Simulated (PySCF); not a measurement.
# [NdCl2]+ at several levels of theory

Computed with PySCF 2.14.0 (density fitting, no spin-orbit coupling) at the geometry relaxed with PBE0:

```xyz
3
[NdCl2]+ (singlet in the valence; each metal's 4f electrons, 3 of them, lie in its core potential, out of spins and levels)
Nd    0.0000    0.0000   -0.5849
Cl    1.9656    0.0000    0.8452
Cl   -1.9656    0.0000    0.8452
```

```tsv
level	basis	state	HOMO (eV)	gap (eV)	charge on Nd1 (e)	population of f-type functions on Nd1 (polarisation alone where 4f lies in the core)	dipole about the centre of mass (D)	largest force component (eV/Å)
PBE0	Nd lcecp-1-SVP with ECP49, Cl def2-SVP	singlet	-13.66	5.82	1.29	0.05	6.78	0.00
B3LYP	the same	singlet	-13.33	5.18	1.24	0.05	6.61	0.35
PBE0	Nd lcecp-1-TZVP with ECP49, Cl def2-TZVP	singlet	-13.59	5.89	1.61	0.07	6.71	0.25
```

In the lcecp rows the 4f levels are missing from HOMO and gap, and the state counts the valence alone.

Charges are Mulliken's, which hang on the basis. The relaxation used the grid (50, 194), these runs (75, 302) or, all-electron (x2c bases, spin-free X2C Hamiltonian), (99, 590).

Q: What does revPBE with Nd lcecp-1-SVP with ECP49, Cl def2-SVP give here?

A: state singlet, HOMO (eV) -12.32, gap (eV) 3.84, charge on Nd1 (e) 1.20, population of f-type functions on Nd1 (polarisation alone where 4f lies in the core) 0.05, dipole about the centre of mass (D) 6.23, largest force component (eV/Å) 0.39. Time: 3.6 s on 2 threads of Intel(R) Xeon(R) Platinum 8488C (Sapphire Rapids), with other jobs on the host, from an already converged density.

In the first row's basis the gap widens with exact exchange: 3.8 eV for revPBE (none); 5.2 to 5.8 eV for B3LYP, PBE0 (a fixed share).

An lcecp potential fixes the number of 4f electrons, so in runs with it no electron can move into or out of that shell.
